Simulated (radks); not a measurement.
Excited configurations of the strontium ion Sr+: one electron is placed in a higher orbital outside [Kr]. The ground configuration is [Kr] 5s1. All-electron calculation, Dirac Kohn-Sham, PBE, spin-unpolarised, spherical densities, finite nucleus; open shells fill j = l - 1/2 first; Fermi nuclear charge, rms radius 4.224 fm. Program: a radial shooting solver on a logarithmic mesh with Libxc functionals. Excitation = E - E(ground); binding = E(ion) - E, where the ion is the core of charge +2; n* = 2/sqrt(2 binding) in atomic units, and the quantum defect is n - n*.

outer orbital  excitation (eV)  binding (eV)     n*  quantum defect  eigenvalue (eV)
4d3/2                    1.731         9.274  2.422           1.578           -5.585
5d3/2                    6.302         4.703  3.402           1.598           -3.520
5f5/2                    8.632         2.373  4.789           0.211           -1.798
6d3/2                    8.104         2.901  4.331           1.669           -2.265
7s1/2                    7.806         3.199  4.125           2.875           -2.576
7d3/2                    9.031         1.974  5.251           1.749           -1.575

The Delta-SCF ionisation energy is 11.005 eV (NIST Atomic Spectra Database: 11.030 eV, measured). Self-interaction in the functional shifts the binding energies and quantum defects, so they are the method's values and not measured ones. Spin polarisation and multiplet splitting are left out, so open shells lie too high by an amount that depends on their filling.

Beside tabulated values, note that spin-unpolarised runs miss the spin-polarisation part of the exchange energy of open shells.
